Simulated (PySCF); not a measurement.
# Re2N2 at several levels of theory

Computed with PySCF 2.14.0 (density fitting, no spin-orbit coupling) at the geometry relaxed with PBE:

```xyz
4
Re2N2 (triplet)
Re    0.0000    0.0000    1.3841
Re    0.0000    0.0000   -1.3841
N     1.1669    0.0000    0.0000
N    -1.1669    0.0000    0.0000
```

| level | basis | state | HOMO (eV) | gap (eV) | charge on Re1 (e) | dipole about the centre of mass (D) | largest force component (eV/Å) |
| --- | --- | --- | --- | --- | --- | --- | --- |
| PBE | Re def2-SVP with ECP60, N def2-SVP | triplet | -4.10 | 0.29 | 0.31 | 0.00 | 0.02 |
| CAM-B3LYP | the same | triplet | -6.29 | 4.29 | 0.34 | 0.00 | 1.29 |
| PBE | Re def2-TZVP with ECP60, N def2-TZVP | triplet | -4.09 | 0.20 | 0.35 | 0.00 | 0.33 |
| PBE | Re x2c-SVPall, N x2c-SVPall | triplet | -4.18 | 0.24 | 0.26 | 0.00 | 0.93 |

HOMO and gap are taken over both spins. Charges are Mulliken's, which hang on the basis. The relaxation used the grid (50, 194), these runs (75, 302) or, all-electron (x2c bases, spin-free X2C Hamiltonian), (99, 590).

Problem. A further run in the first row's basis gives HOMO (eV) -5.09, gap (eV) 2.09, charge on Re1 (e) 0.36, dipole about the centre of mass (D) 0.00, largest force component (eV/Å) 1.41. Which level was it?
A. TPSS
B. wB97X
C. PBE0

Solution. C. The others give HOMO -4.13 eV (TPSS); -7.10 eV (wB97X).

Open shells may have lower solutions than the one found.

A gap near or under zero over both spins lies within a partly filled shell and is no excitation energy.
